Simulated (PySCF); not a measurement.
Computed shifts of a molecule C2H4F2OSi, HF/pcSseg-1 (PySCF), GIAO, gas phase, atoms alike by connectivity averaged where their shifts nearly agree, in ppm (number of nuclei): ¹³C: 245.7 (1), 70.4 (1). ²⁹Si: -21.8 (1). ¹⁹F: -170.3 (1), -266.9 (1). ¹H: 11.65 (1), 4.96 (1), 4.61 (2). References: ¹⁷O against H2O (σ = 333.0 ppm); ¹³C against TMS (σ = 192.6 ppm); ²⁹Si against TMS (σ = 393.8 ppm); ¹⁹F against CFCl3 (σ = 238.5 ppm); ¹H against TMS (σ = 31.99 ppm), references at their B3LYP-D3(BJ)/def2-TZVP geometries, non-relativistic. Geometry: B3LYP-D3(BJ)/def2-SVP. Other conformers were not sampled.

Question: Which structure fits?
A. C[Si](F)(F)C=O
B. C=C(F)[Si@@H](O)F
C. CC(=O)[SiH](F)F
D. O=C[Si@@H](F)CF

Answer: D, O=C[Si@@H](F)CF
